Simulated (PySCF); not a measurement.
## Rotational lines of AuI

Lines J+1 ← J of the vibrational ground state, computed from PBE0 constants of AuI, ¹Σ⁺ (singlet), closed shell (PySCF, scalar-relativistic core potentials, basis sets Au cc-pVDZ-PP with ECP60, I cc-pVDZ-PP with ECP28; masses 196.9666 and 126.9045 u), in MHz:

```csv
J,ν (MHz)
0,2045.6
1,4091.3
2,6136.9
3,8182.5
4,10228.1
```

Task: Find B0 and the effective bond length r0; with αe = 9.68e-05 cm⁻¹, find Re.

Result: ν = 2B0(J+1) − 4D(J+1)³ gives B0 = 0.034118 cm⁻¹. With the reduced mass μred = 77.179 u, r0 = √(16.8576/(μred·B0)) (u, cm⁻¹, Å) = 2.5302 Å. Be = B0 + αe/2 = 0.034166 cm⁻¹ gives Re = 2.528 Å.

Spin–orbit coupling is left out, which matters for elements this heavy, above all for dissociation energies.
